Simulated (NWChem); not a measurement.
# Atomisation of HCl3Ge

```xyz
5

Ge     0.0304     0.4349     0.0000
Cl    -1.0203    -0.2415     1.7337
Cl    -1.0203    -0.2415    -1.7337
Cl     1.9753    -0.4508     0.0000
H      0.1368     1.9576     0.0000
```
Charge 0, spin multiplicity 1.

All runs are NWChem calculations. Structure: optimised with PBE0/def2-SVP, a minimum by its harmonic frequencies.

Basis set: def2-TZVP. The atomisation energy is electronic alone: no zero-point, thermal, spin-orbit or counterpoise terms. No value is extrapolated to the basis-set limit. Free atoms are single determinants with multiplicities Ge 3, Cl 2, H 2.

The Hamiltonian is non-relativistic. B3LYP has NWChem's definition, with VWN1-RPA local correlation. The structure started from a generated list of species. No SCF solution was tested for a lower state. Open-shell Hartree-Fock references start from PBE0 orbitals.

Question: For the atomisation energy, HF gives 235.3 kcal/mol and B3LYP gives 311.0 kcal/mol. What do PBE0, BP86, BLYP give?

Answer: PBE0: 323.4 kcal/mol; BP86: 325.1 kcal/mol; BLYP: 306.9 kcal/mol.
